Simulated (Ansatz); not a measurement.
`[OH][Mo]([OH])([F])([Cl])([Cl])[Cl]` from Hartree–Fock to CCSD(T)

Cartesian coordinates in Å:
```
O -0.938 1.214 -0.936
Mo 0.080 0.145 0.171
O 0.575 -1.046 -1.147
F -1.593 -0.651 0.458
Cl 0.989 -1.546 1.523
Cl 1.902 1.432 -0.205
Cl -0.210 1.240 2.150
H -1.884 1.058 -1.050
H 1.081 -1.847 -0.965
```

Total charge 0; spin multiplicity 1. Correlated methods include outer-core shells of Mo, which these sets cover unevenly. Mo takes the def2 core potential. All single points use the PBE0-D4/def2-TZVP geometry. It is one conformer, not always the lowest. Frozen core, restricted reference, Ansatz.

| basis | HF (Eh) | MP2 corr. |
| --- | --- | --- |
| def2-SVP | -1695.74453 | -1.45280 |
| def2-TZVPP | -1696.57916 | -1.95140 |
| def2-QZVPP | -1696.63671 | -2.12096 |

Estimate the CCSD correlation energy and the (T) correction in each basis where they were run (hartree).


```
   basis  CCSD corr.       (T)
def2-SVP    -1.41492  -0.06947
```
